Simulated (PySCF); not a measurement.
## Yb(NH2)2 at several levels of theory

Computed with PySCF 2.14.0 (density fitting, no spin-orbit coupling) at the geometry relaxed with PBE0:

```xyz
7
Yb(NH2)2 (singlet in the valence; each metal's 4f electrons, 14 of them, lie in its core potential, out of spins and levels)
Yb    0.0000    0.0000   -0.4920
N     1.9761    0.0657    0.5846
H     2.0856    0.0209    1.5990
H     2.9292    0.1803    0.2360
N    -1.9761   -0.0657    0.5846
H    -2.0856   -0.0209    1.5990
H    -2.9292   -0.1803    0.2360
```

| level | basis | state | HOMO (eV) | gap (eV) | charge on Yb1 (e) | population of f-type functions on Yb1 (polarisation alone where 4f lies in the core) | dipole about the centre of mass (D) | largest force component (eV/Å) |
| --- | --- | --- | --- | --- | --- | --- | --- | --- |
| PBE0 | Yb lcecp-0-SVP with ECP60, N def2-SVP, H def2-SVP | singlet | – | – | 0.72 | 0.01 | 4.71 | 0.02 |
| B3LYP | the same | singlet | – | – | 0.66 | 0.01 | 4.63 | 0.17 |
| PBE | the same | singlet | – | – | 0.57 | 0.01 | 4.36 | 0.40 |

In the lcecp rows the 4f levels are missing from HOMO and gap, and the state counts the valence alone.

Charges are Mulliken's, which hang on the basis. The relaxation used the grid (50, 194), these runs (75, 302) or, all-electron (x2c bases, spin-free X2C Hamiltonian), (99, 590).

What does PBE0 with Yb lcecp-0-TZVP with ECP60, N def2-TZVP, H def2-TZVP give here?

state singlet, charge on Yb1 (e) 1.21, population of f-type functions on Yb1 (polarisation alone where 4f lies in the core) 0.02, dipole about the centre of mass (D) 5.00, largest force component (eV/Å) 0.28. Time: 7.8 s on 2 threads of Arm Neoverse V1 (shared host), from free ions and atoms.

An lcecp potential fixes the number of 4f electrons, so in runs with it no electron can move into or out of that shell.
